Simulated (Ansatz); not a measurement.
Species: HSe, net charge -1, singlet state. 
Coordinates optimised at B3LYP-D3(BJ)/def2-TZVP (Ansatz, an electronic-structure program):
```xyz
2

Se     0.0000     0.0000    -0.0422
H      0.0000     0.0000     1.4361
```
Charge -1, spin multiplicity 1.

Basis-set convergence of Hartree-Fock and CCSD correlation energies (hartree) with Ansatz. Correlated levels leave the core frozen unless marked. Spin-orbit coupling is left out. The frozen core is the preceding noble-gas configuration, with the filled d and f shells of earlier blocks. Non-relativistic. This anion needs diffuse functions, which these sets lack.

```
basis    functions        E(HF)  E(corr, CCSD)
-------  ---------  -----------  -------------
cc-pVDZ         32  -2400.40359       -0.13690
cc-pVTZ         57  -2400.49248       -0.18568
cc-pVQZ         98  -2400.49945       -0.20144
cc-pV5Z        159   (withheld)     (withheld)
```

Problem. Fill in the missing entries.

Solution. 
- cc-pV5Z, E(HF): -2400.50078
- cc-pV5Z, E(corr, CCSD): -0.20657
